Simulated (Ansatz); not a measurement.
Consider the formal exchange of groups at the In–O bond: `C[CH2][InH][OH]` + `CCC` → `C[CH2][InH][CH](C)C` + H₂O.

Isolated molecules relaxed with PBE0-D4/def2-TZVP in Ansatz; ΔE leaves out vibrations. CCSD(T)/CBS is the MP2 limit (def2-TZVPP, def2-QZVPP) plus CCSD(T) − MP2 in def2-TZVPP, frozen cores. This one scheme is used for every species. Functionals use def2-TZVPP. B3LYP here is the variant with VWN-RPA as its local correlation; programs differ in this. HSE06 is defined as in plane-wave codes. def2 core potentials past Kr. For In outer-core shells are correlated without core-valence functions, which leaves a few kJ/mol of doubt a bond. One conformer a species, not always the lowest.

```json
{"level": "LDA (SPW92)", "ΔE (kJ/mol)": "80.6", "difference from CCSD(T)/CBS": "0.7"}
{"level": "PBE-D4", "ΔE (kJ/mol)": "83.9", "difference from CCSD(T)/CBS": "4.0"}
{"level": "revPBE-D4", "ΔE (kJ/mol)": "82.3", "difference from CCSD(T)/CBS": "2.4"}
{"level": "BLYP-D4", "ΔE (kJ/mol)": "91.1", "difference from CCSD(T)/CBS": "11.2"}
{"level": "r2SCAN-D4", "ΔE (kJ/mol)": "91.5", "difference from CCSD(T)/CBS": "11.6"}
{"level": "PBE0-D4", "ΔE (kJ/mol)": "80.4", "difference from CCSD(T)/CBS": "0.5"}
{"level": "B3LYP-D4", "ΔE (kJ/mol)": "88.3", "difference from CCSD(T)/CBS": "8.4"}
{"level": "r2SCANh-D4", "ΔE (kJ/mol)": "89.2", "difference from CCSD(T)/CBS": "9.3"}
{"level": "HSE06-D4", "ΔE (kJ/mol)": "80.3", "difference from CCSD(T)/CBS": "0.4"}
{"level": "BHLYP-D4", "ΔE (kJ/mol)": "87.5", "difference from CCSD(T)/CBS": "7.6"}
{"level": "CAM-B3LYP-D4", "ΔE (kJ/mol)": "92.7", "difference from CCSD(T)/CBS": "12.8"}
{"level": "ωB97X-V", "ΔE (kJ/mol)": "89.1", "difference from CCSD(T)/CBS": "9.2"}
{"level": "ωB97M-V", "ΔE (kJ/mol)": "84.7", "difference from CCSD(T)/CBS": "4.8"}
{"level": "B2PLYP", "ΔE (kJ/mol)": "95.0", "difference from CCSD(T)/CBS": "15.1"}
{"level": "PBE-QIDH", "ΔE (kJ/mol)": "83.0", "difference from CCSD(T)/CBS": "3.1"}
{"level": "PBE", "ΔE (kJ/mol)": "92.1", "difference from CCSD(T)/CBS": "12.2"}
{"level": "revPBE", "ΔE (kJ/mol)": "96.3", "difference from CCSD(T)/CBS": "16.4"}
{"level": "BLYP", "ΔE (kJ/mol)": "106.4", "difference from CCSD(T)/CBS": "26.5"}
{"level": "r2SCAN", "ΔE (kJ/mol)": "94.2", "difference from CCSD(T)/CBS": "14.3"}
{"level": "PBE0", "ΔE (kJ/mol)": "88.0", "difference from CCSD(T)/CBS": "8.1"}
{"level": "B3LYP", "ΔE (kJ/mol)": "101.1", "difference from CCSD(T)/CBS": "21.2"}
{"level": "r2SCANh", "ΔE (kJ/mol)": "92.2", "difference from CCSD(T)/CBS": "12.3"}
{"level": "r2SCAN0", "ΔE (kJ/mol)": "89.6", "difference from CCSD(T)/CBS": "9.7"}
{"level": "HSE06", "ΔE (kJ/mol)": "87.6", "difference from CCSD(T)/CBS": "7.7"}
{"level": "BHLYP", "ΔE (kJ/mol)": "99.7", "difference from CCSD(T)/CBS": "19.8"}
{"level": "CAM-B3LYP", "ΔE (kJ/mol)": "100.8", "difference from CCSD(T)/CBS": "20.9"}
{"level": "LC-ωPBE", "ΔE (kJ/mol)": "93.6", "difference from CCSD(T)/CBS": "13.7"}
{"level": "HF/def2-SVP", "ΔE (kJ/mol)": "100.6", "difference from CCSD(T)/CBS": "20.7"}
{"level": "CCSD/def2-SVP", "ΔE (kJ/mol)": "89.2", "difference from CCSD(T)/CBS": "9.3"}
{"level": "CCSD(T)/def2-SVP", "ΔE (kJ/mol)": "87.5", "difference from CCSD(T)/CBS": "7.6"}
{"level": "HF/def2-TZVPP", "ΔE (kJ/mol)": "105.5", "difference from CCSD(T)/CBS": "25.6"}
{"level": "SCS-MP2/def2-TZVPP", "ΔE (kJ/mol)": "83.8", "difference from CCSD(T)/CBS": "3.9"}
{"level": "CCSD/def2-TZVPP", "ΔE (kJ/mol)": "81.8", "difference from CCSD(T)/CBS": "1.9"}
{"level": "CCSD(T)/def2-TZVPP", "ΔE (kJ/mol)": "79.3", "difference from CCSD(T)/CBS": "-0.6"}
{"level": "HF/def2-QZVPP", "ΔE (kJ/mol)": "106.2", "difference from CCSD(T)/CBS": "26.3"}
{"level": "MP2/def2-QZVPP", "ΔE (kJ/mol)": "76.7", "difference from CCSD(T)/CBS": "-3.2"}
{"level": "SCS-MP2/def2-QZVPP", "ΔE (kJ/mol)": "84.4", "difference from CCSD(T)/CBS": "4.5"}
{"level": "HF/CBS(def2)", "ΔE (kJ/mol)": "106.3", "difference from CCSD(T)/CBS": "26.4"}
{"level": "MP2/CBS(def2)", "ΔE (kJ/mol)": "76.7", "difference from CCSD(T)/CBS": "-3.2"}
{"level": "CCSD/CBS(def2)", "ΔE (kJ/mol)": "82.4", "difference from CCSD(T)/CBS": "2.5"}
{"level": "CCSD(T)/CBS", "ΔE (kJ/mol)": "79.9", "difference from CCSD(T)/CBS": "0"}
```

Largest T1 diagnostic among the species: 0.014.

From PBE to PBE0 (25 % exact exchange), in def2-TZVPP and without D4, ΔE moves by −4.1 kJ/mol. The D4 term adds −12.8 kJ/mol with B3LYP and −7.6 kJ/mol with PBE0; it sums over pairs of atoms, weighted by their polarisabilities, and B3LYP, whose exchange is more repulsive, gets the larger term. At CCSD(T), def2-SVP lies +7.6 kJ/mol from the extrapolated value and def2-TZVPP −0.6 kJ/mol.
